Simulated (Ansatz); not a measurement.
**Molecular dynamics of BrCl2H2In**

input.yaml

```yaml
crystal:
  periodic: [false, false, false]
  atoms:
    - { symbol: In, position_ang: [-0.326409, -0.010575, -0.550303] }
    - { symbol: Br, position_ang: [0.614647, -0.988489, 1.872976] }
    - { symbol: Cl, position_ang: [0.646873, -1.162308, -2.320324] }
    - { symbol: Cl, position_ang: [-2.604045, 0.440838, -0.417399] }
    - { symbol: H, position_ang: [0.892022, 0.481324, 1.123322] }
    - { symbol: H, position_ang: [0.776912, 1.23911, 0.291828] }
basis:
  gaussian: { orbitals: def2-SVP }
hamiltonian:
  xc: pbe0
  dispersion: d4
md:
  timestep: 0.5
  n_steps: 200
  ensemble: nve
  temperature: 100.0
  initial_velocities: maxwell_boltzmann
  seed: 10462
```

Command:

```bash
$ ansatz run input.yaml --threads 2 --pin off --max-ram 3072MiB --backend cpu --events-out ev --progress --plain --runs-dir out
```

It starts at the highest image of a converged band, a first-order saddle point between two minima.

Output, in part (step lines, the closing report, with atoms numbered from 0):

```
md step     0: t =     0.00 fs  T =   100.0 K  F+E_penalty+E_count = -100267.59077223 eV  E_kin = 0.051704 eV  conserved = -100267.53906823 eV  (26 SCF iters)
md step     1: t =     0.50 fs  T =    99.8 K  F+E_penalty+E_count = -100267.59064954 eV  E_kin = 0.051581 eV  conserved = -100267.53906847 eV  (25 SCF iters)
md step     2: t =     1.00 fs  T =    99.2 K  F+E_penalty+E_count = -100267.59037242 eV  E_kin = 0.051305 eV  conserved = -100267.53906750 eV  (25 SCF iters)
md step     3: t =     1.50 fs  T =    98.4 K  F+E_penalty+E_count = -100267.58995974 eV  E_kin = 0.050894 eV  conserved = -100267.53906546 eV  (24 SCF iters)
md step     4: t =     2.00 fs  T =    97.5 K  F+E_penalty+E_count = -100267.58944815 eV  E_kin = 0.050386 eV  conserved = -100267.53906245 eV  (25 SCF iters)
md step     5: t =     2.50 fs  T =    96.4 K  F+E_penalty+E_count = -100267.58888956 eV  E_kin = 0.049831 eV  conserved = -100267.53905849 eV  (25 SCF iters)
md step     6: t =     3.00 fs  T =    95.3 K  F+E_penalty+E_count = -100267.58834883 eV  E_kin = 0.049295 eV  conserved = -100267.53905422 eV  (25 SCF iters)
md step     7: t =     3.50 fs  T =    94.5 K  F+E_penalty+E_count = -100267.58789914 eV  E_kin = 0.048849 eV  conserved = -100267.53904969 eV  (25 SCF iters)
[... lines left out ...]
Total energy: -100267.98451002 eV, -3684.7804666624 hartree
Atom 0 at    -0.265837     0.292284    -0.769677 Å, force    -0.387277    -0.036363    -0.131768 eV/Å
Atom 1 at     0.629692    -1.169950     2.164283 Å, force    -0.027594     0.200481    -0.308903 eV/Å
Atom 2 at     0.389944    -1.367122    -2.285304 Å, force     0.125266     0.024071     0.052422 eV/Å
Atom 3 at    -2.581477     0.074261    -0.394209 Å, force     0.196302     0.088926     0.050904 eV/Å
Atom 4 at     1.158150     0.028937     1.588426 Å, force     0.128708    -0.051737     0.277784 eV/Å
Atom 5 at     0.660755     1.673243    -0.324146 Å, force    -0.035405    -0.225379     0.059561 eV/Å
Dipole moment:     0.517121     0.424671     0.411267 e Å
```

The steps, from the saved trajectory:

| time (fs) | T (K) | potential energy less start (eV) | conserved less start (meV/atom) |
| --- | --- | --- | --- |
| 0.0 | 100 | 0.000 | 0.00 |
| 3.0 | 95 | 0.002 | 0.00 |
| 6.0 | 98 | 0.001 | 0.01 |
| 9.0 | 134 | -0.017 | 0.01 |
| 12.0 | 204 | -0.054 | 0.00 |
| 15.0 | 298 | -0.102 | 0.00 |
| 18.0 | 404 | -0.157 | -0.01 |
| 21.0 | 479 | -0.196 | 0.00 |
| 24.0 | 540 | -0.227 | -0.01 |
| 27.0 | 578 | -0.247 | -0.01 |
| 30.0 | 582 | -0.249 | -0.01 |
| 33.0 | 543 | -0.229 | 0.00 |
| 36.0 | 512 | -0.213 | 0.00 |
| 39.0 | 498 | -0.206 | 0.00 |
| 42.0 | 483 | -0.198 | 0.00 |
| 45.0 | 494 | -0.203 | 0.00 |
| 48.0 | 530 | -0.222 | 0.00 |
| 51.0 | 587 | -0.252 | 0.00 |
| 54.0 | 645 | -0.282 | 0.00 |
| 57.0 | 719 | -0.320 | -0.01 |
| 60.0 | 780 | -0.352 | 0.00 |
| 63.0 | 859 | -0.392 | 0.00 |
| 66.0 | 935 | -0.431 | 0.00 |
| 69.0 | 1007 | -0.469 | -0.01 |
| 72.0 | 1057 | -0.495 | 0.00 |
| 75.0 | 1119 | -0.527 | -0.01 |
| 78.0 | 1144 | -0.540 | 0.00 |
| 81.0 | 1145 | -0.540 | -0.01 |
| 84.0 | 1118 | -0.527 | 0.00 |
| 87.0 | 1085 | -0.509 | -0.01 |
| 90.0 | 1031 | -0.481 | 0.00 |
| 93.0 | 975 | -0.452 | 0.00 |
| 96.0 | 914 | -0.421 | 0.00 |
| 99.0 | 869 | -0.398 | 0.00 |

All steps were run. The conserved energy stayed within 0.011 meV per atom of its start (net change -0.0013 meV per atom), so the integration is sound. The system heated up, since it started high on the potential surface and ran downhill. A run of 0.1 ps of so small a system gives no equilibrium averages. The orbitals stay closed-shell, which can raise the energy where a bond breaks towards radicals; this wasn't checked here.

The step under study would form In1–H6, Br2–H5 and break In1–Br2, H5–H6. These pairs go: In1–H6 1.87 → 1.72 Å, Br2–H5 1.67 → 1.43 Å, In1–Br2 2.78 → 3.40 Å, H5–H6 1.13 → 2.57 Å. In the last frame they stand as after the step (other bonds may differ from the relaxed reactants and products). Also parted: In1–H5 2.13 → 2.77 Å. It ends as BrH + Cl2HIn by the count below, though a long contact still joins these pieces: In1–Br2, 3.40 Å. Pairs count as bonded within 1.25 times the sum of covalent radii (0.12 Å more for H–H).

Last frame:

```xyz
6
Properties=species:S:1:pos:R:3
In -0.266 0.292 -0.770
Br 0.630 -1.170 2.164
Cl 0.390 -1.367 -2.285
Cl -2.582 0.074 -0.394
H 1.158 0.029 1.588
H 0.661 1.673 -0.324
```

The run took 7.3 min on 2 threads of Intel(R) Xeon(R) 6975P-C (Granite Rapids), on a shared host, peak memory 0.29 GiB.
